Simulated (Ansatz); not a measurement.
```yaml
crystal:
  periodic: [false, false, false]
  atoms:
    - {symbol: B, position_ang: [-0.051723, 3.226072, 1.798694]}
    - {symbol: N, position_ang: [-0.092711, 0.164914, 1.953176]}
    - {symbol: C, position_ang: [-0.240486, -1.384202, 4.758956]}
    - {symbol: Si, position_ang: [0.029559, -2.072000, -1.198799]}
    - {symbol: Si, position_ang: [0.263881, 0.682733, -5.530629]}
    - {symbol: H, position_ang: [0.071423, 4.401823, -0.561398]}
    - {symbol: H, position_ang: [-0.139617, 4.651143, 4.016925]}
    - {symbol: H, position_ang: [-0.311354, 0.199245, 6.559264]}
    - {symbol: H, position_ang: [-2.206489, -2.769463, 4.878395]}
    - {symbol: H, position_ang: [1.679226, -2.805665, 5.063133]}
    - {symbol: H, position_ang: [-2.620885, -4.008730, -1.196337]}
    - {symbol: H, position_ang: [2.623551, -4.068361, -0.950721]}
    - {symbol: H, position_ang: [2.963478, 2.523067, -5.622293]}
    - {symbol: H, position_ang: [-2.372999, 2.583498, -5.872637]}
    - {symbol: H, position_ang: [0.357187, -1.435391, -8.031046]}
basis:
  gaussian: {orbitals: def2-SVP}
hamiltonian: {xc: {name: rPW86-PBE}}
output: {forces: true}
```

```sh
$ ansatz run in.yaml --threads 4 --pin off --events-out ev --progress --plain --max-ram 10444MiB
```

It prints (some lines left out):

```
Functional definition: rPW86-PBE
1456 factors; their error is unknown
mean field evaluation 1: about -19010.7661 eV, gradient 1.2e2 eV
mean field evaluation 2: about -18281.1703 eV, gradient 1.6e2 eV
mean field evaluation 4: about -18707.3320 eV, gradient 1.8e2 eV
mean field evaluation 8: about -19073.7455 eV, gradient 5.1e1 eV
mean field evaluation 16: about -19084.4846 eV, gradient 4.6e0 eV
mean field evaluation 32: about -19084.9011 eV, gradient 4.5e-4 eV
mean field -19084.90113231 eV, -701.3571804019 hartree, gradient 3.4e-6 eV, S^2 0.000000; 20 other end points of the search recorded, 0 dependent functions left out
reference -19084.90140550 eV, -701.3571904414 hartree; 28, 28 occupied and 100, 100 virtual orbitals, 1456 factors
Total energy: -19084.90140550 eV, -701.3571904414 hartree
Atom 0 at    -0.051723     3.226072     1.798694 Å, force     0.089149     0.257674     0.063549 eV/Å
Atom 1 at    -0.092711     0.164914     1.953176 Å, force    -0.176343     0.364164     0.157957 eV/Å
Atom 2 at    -0.240486    -1.384202     4.758956 Å, force     0.021149    -0.457272     1.030111 eV/Å
Atom 3 at     0.029559    -2.072000    -1.198799 Å, force     0.029705    -1.011083     0.493789 eV/Å
Atom 4 at     0.263881     0.682733    -5.530629 Å, force     0.050908     0.519439    -0.900067 eV/Å
Atom 5 at     0.071423     4.401823    -0.561398 Å, force    -0.077483    -0.632106     1.211021 eV/Å
Atom 6 at    -0.139617     4.651143     4.016925 Å, force     0.033173    -0.757688    -1.161893 eV/Å
Atom 7 at    -0.311354     0.199245     6.559264 Å, force     0.052680    -1.257069    -1.412470 eV/Å
Atom 8 at    -2.206489    -2.769463     4.878395 Å, force     1.510982     1.077456    -0.110579 eV/Å
Atom 9 at     1.679226    -2.805665     5.063133 Å, force    -1.485238     1.098552    -0.233944 eV/Å
Atom 10 at    -2.620885    -4.008730    -1.196337 Å, force     0.917119     0.659033     0.004678 eV/Å
Atom 11 at     2.623551    -4.068361    -0.950721 Å, force    -0.913977     0.684716    -0.098320 eV/Å
Atom 12 at     2.963478     2.523067    -5.622293 Å, force    -0.875936    -0.597259     0.035571 eV/Å
Atom 13 at    -2.372999     2.583498    -5.872637 Å, force     0.854421    -0.616971     0.117189 eV/Å
Atom 14 at     0.357187    -1.435391    -8.031046 Å, force    -0.030310     0.668415     0.803409 eV/Å
Dipole moment:    -0.011315     0.191383    -0.146800 e Å
```

(1) What is wrong with this run?

Answers

(1) The geometry is stretched to more than twice its size. The calculation finished and met its thresholds. The result belongs to that input, not to the molecule as meant.
